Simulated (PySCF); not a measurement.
A structure optimised at B3LYP-D3(BJ)/def2-SVP, used in a PySCF frequency run:

```
Si
O 1 1.6461
H 2 0.9650 1 117.51
O 1 1.6545 2 109.09 3 44.37
H 4 0.9641 1 117.36 2 -145.72
N 1 1.7309 2 112.04 3 -73.76
C 6 1.2008 1 168.70 2 -62.80
O 7 1.1711 1 174.66 2 -61.85
H 1 1.4717 2 106.31 3 167.78
```

Write its SMILES and formula.

O=C=N[SiH](O)O, CH3NO3Si

What are its rotational constants (standard atomic weights)?

6.5884, 1.5062, 1.3032 GHz
